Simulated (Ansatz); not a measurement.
GaI₃, singlet, geometry from GFN2-xTB (such geometries of metal compounds can be far from the true shape) (all electrons, no relativity); R2SCAN/3-21G in Ansatz (a first-principles code).

The Ansatz input:
Ansatz 0.2 input:
```yaml
crystal:
  periodic: [false, false, false]
  atoms:
    - {symbol: Ga, position_ang: [0.00000000, 0.00000000, -0.00000000]}
    - {symbol: I, position_ang: [-2.05971396, -1.43007518, -0.04666271]}
    - {symbol: I, position_ang: [0.01567297, 2.21489414, -1.17631302]}
    - {symbol: I, position_ang: [2.04404099, -0.78481896, 1.22297573]}
basis:
  gaussian:
    orbitals: 3-21G.json
    point_charges:
      - {charge: 0.5, position_ang: [-0.1515, -3.1204, -4.5362]}
hamiltonian:
  xc: r2scan
```
The basis file holds 3-21G in the JSON format of the Basis Set Exchange.

Q: What does Ansatz print? Leave out banner, timings and long lists.

A: 
```
Functional definition: r2SCAN
1556 factors; their error is unknown
mean field evaluation 1: about -614615.5406 eV, gradient 1.7e1 eV
mean field evaluation 2: about -614614.2219 eV, gradient 2.2e1 eV
mean field evaluation 4: about -614616.3315 eV, gradient 4.9e-1 eV
mean field evaluation 8: about -614616.3430 eV, gradient 6.1e-2 eV
mean field evaluation 16: about -614616.2490 eV, gradient 5.3e-5 eV
mean field -614616.24896644 eV, -22586.7305476604 hartree, gradient 5.3e-5 eV, S^2 0.000000; 0 other end points of the search recorded, 0 dependent functions left out
reference -614616.24897583 eV, -22586.7305480055 hartree; 95, 95 occupied and 27, 27 virtual orbitals, 1556 factors
Total energy: -614616.24897583 eV, -22586.7305480055 hartree
```
